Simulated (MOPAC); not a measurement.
MOPAC input (AM1):

```
AM1 PRECISE GNORM=0.05 LET XYZ GEO-OK AUX(PRECISION=9) THREADS=1
H4B2

B     0.00046200 1    0.01056600 1    0.81325000 1
B    -0.00046200 1   -0.01056600 1   -0.81325000 1
H     1.01413400 1    0.01099500 1    1.44912900 1
H    -1.01248500 1    0.02667200 1    1.45007800 1
H     0.00700800 1    0.99439000 1   -1.46277200 1
H    -0.00865600 1   -1.03205800 1   -1.43643500 1
```

From the output:

```
                                                       MOPAC v23.2.5 Linux

          FINAL HEAT OF FORMATION =         40.95514 KCAL/MOL =     171.35630 KJ/MOL

          COSMO AREA              =         76.74 SQUARE ANGSTROMS
          COSMO VOLUME            =         58.82 CUBIC ANGSTROMS

          GRADIENT NORM           =          0.00730          =       0.00298 PER ATOM
          IONIZATION POTENTIAL    =         10.747061 EV
          HOMO LUMO ENERGIES (EV) =        -10.747  1.327
          NO. OF FILLED LEVELS    =          5
          MOLECULAR WEIGHT        =         25.6516         POINT GROUP:  D2d

          MOLECULAR DIMENSIONS (Angstroms)

            Atom       Atom       Distance
            H     6    H     3     3.08509
            H     5    H     4     2.55916
            H     4    H     3     1.44956

          SCF CALCULATIONS        =         12

   ATOM   CHEMICAL          X               Y               Z
  NUMBER   SYMBOL      (ANGSTROMS)     (ANGSTROMS)     (ANGSTROMS)

     1       B          0.00043603  *   0.00982640  *   0.75624863  *
     2       B         -0.00043123  *  -0.00983034  *  -0.75624959  *
     3       H          1.02573949  *   0.00976436  *   1.36107465  *
     4       H         -1.02418881  *   0.02562429  *   1.36202061  *
     5       H          0.00713800  *   1.00719039  *  -1.37486279  *
     6       H         -0.00870339  *  -1.04256713  *  -1.34822934  *

                             CARTESIAN COORDINATES

   1    B        0.000436032     0.009826397     0.756248634
   2    B       -0.000431233    -0.009830342    -0.756249591
   3    H        1.025739488     0.009764365     1.361074655
   4    H       -1.024188815     0.025624288     1.362020613
   5    H        0.007137999     1.007190393    -1.374862792
   6    H       -0.008703386    -1.042567125    -1.348229341

           Empirical Formula: H4 B2  =     6 atoms

      MOLECULAR POINT GROUP   :   D2d

                  EIGENVALUES
 -24.79935 -18.06906 -12.06243 -12.06241 -10.74706   1.32730   1.32731   2.40152
   4.20623   5.84858   5.84858   6.32012

              NET ATOMIC CHARGES AND DIPOLE CONTRIBUTIONS

  ATOM NO.   TYPE          CHARGE      No. of ELECS.   s-Pop       p-Pop
    1          B           0.116181        2.8838     1.27919     1.60463
    2          B           0.116182        2.8838     1.27919     1.60463
    3          H          -0.058089        1.0581     1.05809
    4          H          -0.058092        1.0581     1.05809
    5          H          -0.058092        1.0581     1.05809
    6          H          -0.058089        1.0581     1.05809
 DIPOLE           X         Y         Z       TOTAL
 POINT-CHG.     0.000    -0.000    -0.000     0.000
 HYBRID        -0.000     0.000     0.000     0.000
 SUM            0.000    -0.000    -0.000     0.000

          ATOMIC ORBITAL ELECTRON POPULATIONS

     Atom    s        px        py        pz
    1  B   1.27919   0.75778   0.06079   0.78606
    2  B   1.27919   0.06066   0.75778   0.78618
    3  H   1.05809
    4  H   1.05809
    5  H   1.05809
    6  H   1.05809

 **********************
 *                    *
 * JOB ENDED NORMALLY *
 *                    *
 **********************

 == MOPAC DONE ==
```

The geometry given is a B3LYP-D3(BJ)/def2-TZVP minimum.
